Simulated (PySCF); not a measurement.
Structure with atom numbers: `[CH3:1][C:2]#[C:3][C:4]#[C:5][CH2:6][N:7]([SiH3:8])[SiH3:9]`; H(Xn) means a hydrogen on atom n.

[PySCF: shielding tensors at PBE0/pcSseg-1 (GIAO); geometry: PBE0-D3(BJ)/def2-SVP; one averaged value for each set of equivalent atoms; no relativistic terms; no solvent; a single conformation]

Chemical shifts δ = σref − σ; 13C, 1H, 29Si vs TMS; 15N against NH3, all at this level.

```
        atoms  nucleus  count  Hirshfeld charge  δ (ppm)
        H(C1)       1H      3              0.06     2.02
           C3      13C      1             -0.07     71.0
      Si8/Si9     29Si      2              0.34        ?
        H(C6)       1H      2              0.06     3.69
           C5      13C      1             -0.03        ?
           C2      13C      1             -0.02     80.7
           C1      13C      1             -0.09      5.4
           C6      13C      1              0.00     42.4
H(Si8)/H(Si9)       1H      6             -0.08     4.70
           N7      15N      1             -0.26        ?
           C4      13C      1             -0.05     77.6
```

Fill in the missing shifts.

Results:


- C5: 76.4 ppm, alkyne carbon; the triple bond shields along its axis, which puts it between sp3 and sp2 carbons
- N7: 15.1 ppm, nitrogen bonded to C, 2 Si
- Si8/Si9: -39.6 ppm, silicon bonded to N, 3 H

Shifts are as computed. Against solution values, carbons near 30 ppm lie about +2 ppm off and those near 130 ppm about +5 ppm. Of 1211 compounds with measured shifts, 218 miss one by over three times the rms of a fit or turn the order of signals round; such compounds aren't used in these exercises. Experimental scales use liquid or dissolved standards, which lie at an offset from isolated NH3 (liquid NH3: subtract about 20 ppm).
